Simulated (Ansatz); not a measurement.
`B[Se]CF` and `BOCF` differ in one element.

Ansatz, PBE0-D4/def2-TZVP geometries, multiplicity 1. Each molecule was computed in one conformer, which needn't be the lowest.

Scalar relativity is left out up to krypton.

| property | `B[Se]CF` |
| --- | --- |
| HOMO energy (PBE/def2-TZVPP) / eV | -6.88 |
| HOMO–LUMO gap (PBE0/def2-TZVPP) / eV | 6.38 |
| ideal-gas entropy at 298 K and 1 bar (rigid rotor, harmonic PBE0-D4/def2-TZVP) / J/(mol·K) | 320 |
| HOMO energy (B3LYP/def2-TZVPP) / eV | -7.69 |
| HOMO energy (PBE0/def2-TZVPP) / eV | -7.93 |
| LUMO energy (PBE0/def2-TZVPP) / eV | -1.55 |

Question: Give the same properties after the change, and the shifts. (Estimate.)

Answer: The calculation gave: 
| property | `BOCF` | shift |
| --- | --- | --- |
| HOMO energy (PBE/def2-TZVPP) / eV | -7.55 | -0.67 |
| HOMO–LUMO gap (PBE0/def2-TZVPP) / eV | 8.30 | 1.92 |
| ideal-gas entropy at 298 K and 1 bar (rigid rotor, harmonic PBE0-D4/def2-TZVP) / J/(mol·K) | 289 | -31 |
| HOMO energy (B3LYP/def2-TZVPP) / eV | -8.89 | -1.20 |
| HOMO energy (PBE0/def2-TZVPP) / eV | -9.09 | -1.16 |
| LUMO energy (PBE0/def2-TZVPP) / eV | -0.79 | 0.76 |

With PBE0 the HOMO falls by 1.16 eV and the LUMO rises by 0.76 eV, so the gap widens by about 1.92 eV. PBE moves the HOMO by -0.67 eV and ωB97M-V by -1.39 eV. Modes under 60 cm⁻¹, often nearly free rotors, make the harmonic entropy too high.

B3LYP here is the variant with VWN-RPA as its local correlation; programs differ in this.

Spin–orbit coupling is left out; it splits and shifts lone-pair levels of the heavy atoms by tenths of an eV.
